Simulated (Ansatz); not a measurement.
`[AlH2]/[N]=C\S`. Total charge 0; spin multiplicity 1.

```xyz
8

Al   -1.776    0.603   -0.696
N    -0.191    0.280   -0.030
C     0.921   -0.023    0.421
S     1.569   -1.673    0.380
H    -3.013    0.496    0.279
H    -1.857    1.010   -2.220
H     1.611    0.694    0.888
H     2.737   -1.388    0.978
```

(1) What are the harmonic wavenumbers in cm⁻¹ at PBE0-D4/def2-TZVP (Ansatz, finite differences of forces, unscaled)? (An estimate is asked.)

(2) Is this a minimum?

(3) Give the ideal-gas thermochemistry at 298.15 K and 1 bar (rigid rotor, harmonic oscillator; point group Cs, symmetry number 1).

Results:

(1) Computed: 75, 153, 230, 356, 376, 551, 588, 641, 745, 797, 899, 972, 1340, 1832, 1947, 1953, 2707, 3016.

(2) Yes, all 18 modes are real.

(3) Zero-point energy 114.7 kJ/mol; H(298) − E = 133.6 kJ/mol; entropy 327.7 J/(mol·K), of which translation 164.9, rotation 109.1, vibration 53.8; G(298) − E = 35.9 kJ/mol. Modes under 100 cm⁻¹ are hindered rotations or soft bends, so the harmonic entropy is rough.
